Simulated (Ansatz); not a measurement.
Cost and result for the atomization energy of `ClB1CS1` (6 atoms, 6 bonds).

Charge 0, multiplicity 1. The geometry is a stationary point of PBE0-D4/def2-TZVP. Program: Ansatz. All runs use 2 threads of an Intel Xeon Platinum 8375C on a shared host. Times are those of one run each, without the atoms' runs, and a repeat can differ threefold. Electronic energies, without spin–orbit coupling; frozen cores. CCSD(T)/CBS adds CCSD(T) − MP2 in def2-TZVPP to the MP2 limit, and its time is that of the two runs behind it. T1 = 0.014. B3LYP takes the VWN-RPA correlation (the form of Gaussian; ORCA's B3LYP/G).

CCSD(T)/CBS is a level of theory with its own doubt, some kJ/mol a heavy atom from the limit and from the frozen cores, so smaller differences don't rank the functionals.

```
                             level  functions  wall time  atomization (kcal/mol)  difference from CCSD(T)/CBS  per bond
                  CCSD(T)/def2-SVP         74      1.5 s                   509.8                        -25.5      -4.3
                BLYP-D4/def2-TZVPP        174      1.6 s                   536.5                          1.2       0.2
               BHLYP-D4/def2-TZVPP        174      2.3 s                   518.8                        -16.5      -2.7
                PBE0-D4/def2-TZVPP        174      2.3 s                   549.2                         13.9       2.3
   PBE-D4/def2-TZVPP (with forces)        174      2.5 s                   560.8                         25.5       4.2
           CAM-B3LYP-D4/def2-TZVPP        174      2.6 s                   536.1                          0.8       0.1
 B3LYP-D4/def2-TZVPP (with forces)        174        3 s                   536.3                          1.0       0.2
r2SCAN-D4/def2-TZVPP (with forces)        174      3.7 s                   548.4                         13.1       2.2
             r2SCANh-D4/def2-TZVPP        174      3.7 s                   544.2                          8.9       1.5
  ωB97M-V/def2-TZVPP (with forces)        174        7 s                   543.6                          8.3       1.4
                    MP2/def2-QZVPP        314       12 s                   548.8                         13.5       2.2
                CCSD(T)/def2-TZVPP        174       21 s                   520.8                        -14.5      -2.4
                 CCSD(T)/CBS(def2)          –       32 s                   535.3                          0.0       0.0
```

The D4 term adds +5.5 kcal/mol with B3LYP and +2.8 kcal/mol with PBE0; it sums over pairs of atoms, weighted by their polarisabilities, and B3LYP, whose exchange is more repulsive, gets the larger term. In def2-TZVPP, CCSD(T) changes the Hartree–Fock value by +129.2 kcal/mol (the triples alone add +12.2 kcal/mol) and MP2 by +148.8 kcal/mol; breaking electron pairs costs correlation energy, which Hartree–Fock lacks. From r2SCAN to r2SCAN0 (25 % exact exchange), in def2-TZVPP and without D4, the atomization energy moves by −10.3 kcal/mol: exact exchange takes away binding that semilocal exchange gives to molecules.
